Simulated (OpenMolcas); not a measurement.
Mn3+, Tc3+, Re3+: d4 down the group

```yaml
Program: OpenMolcas
Method: SS-CASPT2, IPEA 0.25 Eh, imaginary shift 0.1 Eh
Basis: ANO-RCC-VTZP
Scalar_Hamiltonian: DKH2, point nucleus
Spin-orbit_coupling: state interaction with AMFI integrals over the reference wave functions, term energies averaged over their components
```

Active space for each ion: 4 electrons in 5 orbitals (d); closed shells correlated by CASPT2: Mn3+ 3s 3p; Tc3+ 4s 4p; Re3+ 5s 5p.

Computed levels in cm-1 above 5D0:

| Level | Mn3+ | Tc3+ | Re3+ |
| --- | --- | --- | --- |
| 5D1 | 103 | 347 | 3100 |
| 5D2 | 302 | 947 | 6050 |
| 5D3 | 590 | 1714 | 8500 |
| 5D4 | 957 | 2590 | 10380 |
| 3P0(1) | 21170 | 14700 | 15630 |
| 3P1(1) | 21790 | 16510 | 21020 |
| 3H4 | 21970 | 16050 | 18230 |
| 3H5 | 22190 | 16880 | 22350 |
| 3H6 | 22440 | 17610 | 24340 |
| weight of 5D in the lowest level (%) | 100 | 98 | 69 |

Mixed levels, with the weight of the term that names them: Re3+ 5D0 (69 %), Re3+ 3P0(1) (58 %), Re3+ 3H4 (58 %).

Measured, with the error of the calculation in %. Measured levels: Mn3+ from Corliss and Sugar, J. Phys. Chem. Ref. Data 6, 1253 (1977); Re3+ from the list in Brasseur, Gamrath and Quinet, At. Data Nucl. Data Tables 157, 101636 (2024).

```csv
Level,Mn3+,Re3+
5D1,99.0 (+3.7),3084 (+0.5)
5D2,287 (+5.4),5979 (+1.3)
5D3,552 (+6.9),8350 (+1.8)
5D4,886 (+8.0),10121 (+2.6)
3P0(1),20654 (+2.5),
3P1(1),21279 (+2.4),19340 (+8.7)
3H4,21281 (+3.2),16946 (+7.6)
3H5,21475 (+3.3),20930 (+6.8)
3H6,21679 (+3.5),22896 (+6.3)
```

The fine-structure level 5D4 changes by a factor of 10.8 from Mn3+ to Re3+.

Without spin-orbit coupling 3P(1) lies 21730, 15980, 14200 cm-1 above 5D in that order; the difference to the level 3P0(1), of either sign, comes from spin-orbit coupling, which also lowers the zero.

CASPT2 breaks the degeneracy within a term, and the mean is taken; among the terms shown or strongly mixed into the levels shown the widest spread is 250 cm-1 (5d4 1G(1), Re3+). Terms from blocks run as CI alone lack orbitals of their own. Measured partners are found by configuration, term and J. A level has none where our copy of the source lacks it or the pairing is in doubt (some pairs that miss far off the trend of their configuration count as doubtful), and it then counts in no deviation. Levels of configurations outside the active space are missing.

A number in round brackets counts repeated terms of one configuration in the order of the reference energies.
